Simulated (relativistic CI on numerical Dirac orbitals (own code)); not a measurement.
**Line list: Electric-dipole lines, Mo¹⁵⁺**

Calculated at this level of theory: Dirac-Coulomb-Breit CI, separate exchange-only KLI orbitals for each configuration, a model potential for QED, unscaled Slater integrals (own radial code, finite nucleus).

Configuration list (outside the closed core [Ne]): 3s2 3p6 3d9, 3s2 3p5 3d10, 3s 3p6 3d10, 3s2 3p6 3d8 4s, 3s2 3p6 3d8 4p, 3s2 3p6 3d8 4d, 3s2 3p6 3d7 4s2, 3s2 3p6 3d8 4f, 3s2 3p6 3d7 4s 4p, 3s2 3p5 3d9 4s, 3s2 3p6 3d8 5s, 3s2 3p6 3d7 4p2, 3s2 3p6 3d8 5p, 3s2 3p4 3d10 4s, 3s2 3p6 3d7 4s 4d, 3s2 3p5 3d9 4p, 3s2 3p6 3d8 5d, 3s2 3p4 3d10 4p, 3s2 3p6 3d7 4p 4d, 3s2 3p6 3d8 5f, 3s2 3p6 3d8 5g, 3s2 3p5 3d8 4s2, 3s2 3p6 3d8 6s, 3s2 3p4 3d10 4d, 3s2 3p6 3d8 6p, 3s2 3p5 3d9 4d, 3s2 3p6 3d7 4d2, 3s 3p5 3d10 4s, 3s 3p6 3d9 4s, 3s2 3p6 3d8 6d, 3s2 3p5 3d8 4s 4p, 3s 3p5 3d10 4p, 3s2 3p5 3d8 4p2, 3s 3p6 3d9 4p, 3s2 3p5 3d9 4f, 3s2 3p5 3d8 4s 4d. Levels of other configurations are missing.

```tsv
λ vac (nm)	Lower	Upper	A (s⁻¹)	E lower (10³ cm⁻¹)	E upper (10³ cm⁻¹)
3.1975	3s2 3p6 3d9 2D_5/2 [1]	3s2 3p6 3d8 4f 2F°_7/2 [216]	7.17e+11	0.0	3127.5
3.2201	3s2 3p6 3d9 2D_3/2 [2]	3s2 3p6 3d8 4f 2F°_5/2 [218]	1.66e+12	26.9	3132.4
3.2756	3s2 3p6 3d9 2D_5/2 [1]	3s2 3p6 3d8 4f 2F°_7/2 [209]	7.53e+12	0.0	3052.8
3.2791	3s2 3p6 3d9 2D_5/2 [1]	3s2 3p6 3d8 4f 2D°_5/2 [208]	7.01e+12	0.0	3049.6
3.2863	3s2 3p6 3d9 2D_5/2 [1]	3s2 3p6 3d8 4f 2P°_3/2 [207]	6.58e+12	0.0	3043.0
3.2879	3s2 3p6 3d9 2D_3/2 [2]	3s2 3p6 3d8 4f 2F°_5/2 [212]	7.13e+12	26.9	3068.4
3.2894	3s2 3p6 3d9 2D_3/2 [2]	3s2 3p6 3d8 4f 2D°_3/2 [211]	7.90e+12	26.9	3067.0
3.3033	3s2 3p6 3d9 2D_3/2 [2]	3s2 3p6 3d8 4f 2P°_1/2 [210]	7.26e+12	26.9	3054.2
6.6398	3s2 3p6 3d8 4s 2G_7/2 [19]	3s2 3p5 3d9 4s 2F°_5/2 [320]	8.90e+11	1928.0	3434.1
6.6440	3s2 3p6 3d8 4s 2G_9/2 [18]	3s2 3p5 3d9 4s 2F°_7/2 [319]	8.82e+11	1927.7	3432.9
7.2605	3s2 3p6 3d8 4s 4F_9/2 [5]	3s2 3p6 3d8 5p 4D°_7/2 [238]	1.89e+11	1837.3	3214.6
7.4538	3s2 3p6 3d9 2D_5/2 [1]	3s2 3p5 3d10 2P°_3/2 [3]	3.76e+11	0.0	1341.6
7.4575	3s2 3p6 3d8 4s 2F_7/2 [9]	3s2 3p5 3d9 4s 4D°_5/2 [237]	2.76e+11	1867.3	3208.2
7.4991	3s2 3p6 3d8 4s 4F_9/2 [5]	3s2 3p5 3d9 4s 4F°_7/2 [227]	2.56e+11	1837.3	3170.8
7.5213	3s2 3p6 3d8 4s 4F_7/2 [6]	3s2 3p5 3d9 4s 4F°_5/2 [228]	2.48e+11	1846.3	3175.9
7.8332	3s2 3p6 3d8 4s 4F_9/2 [5]	3s2 3p5 3d9 4s 4F°_9/2 [214]	1.85e+11	1837.3	3113.9
23.024	3s2 3p6 3d8 4p 2G°_9/2 [22]	3s2 3p6 3d8 4d 4H_11/2 [69]	4.86e+10	2089.8	2524.2
23.285	3s2 3p6 3d8 4p 2H°_9/2 [44]	3s2 3p6 3d8 4d 2I_11/2 [108]	5.17e+10	2171.6	2601.1
24.613	3s2 3p6 3d8 4p 4G°_11/2 [27]	3s2 3p6 3d8 4d 4H_13/2 [71]	4.92e+10	2120.1	2526.4
24.661	3s2 3p6 3d8 4p 4G°_9/2 [36]	3s2 3p6 3d8 4d 4H_11/2 [86]	4.90e+10	2147.6	2553.1
24.810	3s2 3p6 3d8 4p 4F°_9/2 [29]	3s2 3p6 3d8 4d 4G_11/2 [73]	3.58e+10	2128.6	2531.7
24.829	3s2 3p6 3d8 4p 2H°_11/2 [55]	3s2 3p6 3d8 4d 2I_13/2 [115]	4.77e+10	2203.9	2606.7
24.905	3s2 3p6 3d8 4d 4H_13/2 [71]	3s2 3p6 3d8 4f 4I°_15/2 [137]	5.12e+10	2526.4	2927.9
34.327	3s2 3p6 3d8 4s 4F_9/2 [5]	3s2 3p6 3d8 4p 4F°_9/2 [29]	8.03e+09	1837.3	2128.6
35.100	3s2 3p6 3d8 4s 4F_7/2 [6]	3s2 3p6 3d8 4p 2F°_7/2 [30]	8.82e+09	1846.3	2131.2
35.358	3s2 3p6 3d8 4s 4F_9/2 [5]	3s2 3p6 3d8 4p 4G°_11/2 [27]	1.27e+10	1837.3	2120.1
35.670	3s2 3p6 3d8 4s 2F_7/2 [9]	3s2 3p6 3d8 4p 4G°_9/2 [36]	1.18e+10	1867.3	2147.6
36.207	3s2 3p6 3d8 4s 2G_9/2 [18]	3s2 3p6 3d8 4p 2H°_11/2 [55]	1.20e+10	1927.7	2203.9
41.007	3s2 3p6 3d8 4s 4F_9/2 [5]	3s2 3p6 3d8 4p 4D°_7/2 [21]	7.01e+09	1837.3	2081.1
41.066	3s2 3p6 3d8 4s 4F_7/2 [6]	3s2 3p6 3d8 4p 2G°_9/2 [22]	4.51e+09	1846.3	2089.8
```

Terms are leading LS components. Brackets give the number of a level in order of energy, since labels repeat. The list gives strong lines, with weight on those to low levels, without lines whose two gauges differ by over a factor of 2.5, among the lowest 400 of 5380 levels, so that lines to higher ones, which can be the strongest, are missing. Levels whose partners in the same complex of configurations lie outside the list can be far off, and so can their lines. Rates are taken at the computed energies, electric ones in the length gauge.

At this charge energies of transitions that change n are usually good to better than 1 %, and those within a shell (Δn = 0) to a few per cent.

LS names give the leading component of a level, which can be under half, so a name can repeat, a term be missing and a line seem to break the LS rules.
